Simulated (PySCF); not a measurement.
## Dipole response of Li (lithium, neutral)

[He] 2s1, 2S determinant. All numbers are calculated (PySCF 2.14, the non-relativistic Hamiltonian (point nucleus), in aug-cc-pCVQZ (9s8p6d4f2g, 109 functions)). Coupled (time-dependent) response in atomic units; α is the mean over directions.

| method | mean α (bohr³) | C₆ (like pair) | S(−4) |
| --- | --- | --- | --- |
| wB97X-V | 159.8 | 1342 | 33190 |

S(−4) is the Cauchy moment in α(ω) = α(0) + S(−4) ω² + …

Reference α: 164.1 bohr³ (recommended; Schwerdtfeger and Nagle, table of static dipole polarizabilities (2023 update)). Published C₆: 1392 (Chu and Dalgarno (2004); Tang, Norbeck and Certain (1976)).

α(iu) at wB97X-V:

```tsv
u (hartree)	α(iu) (bohr³)
0	159.8
0.0500	105.3
0.100	52.62
0.200	18.11
0.300	8.937
0.500	3.602
0.750	1.775
1.00	1.094
1.50	0.5731
2.00	0.3693
3.00	0.1996
5.00	0.08846
```

A single London oscillator, α(iu) = α/(1 + u²/ω²), gives C₆ = (3/4) ω α². Matching the computed C₆ needs ω = 4 × 1342 / (3 × 159.8²) = 0.0701 hartree.
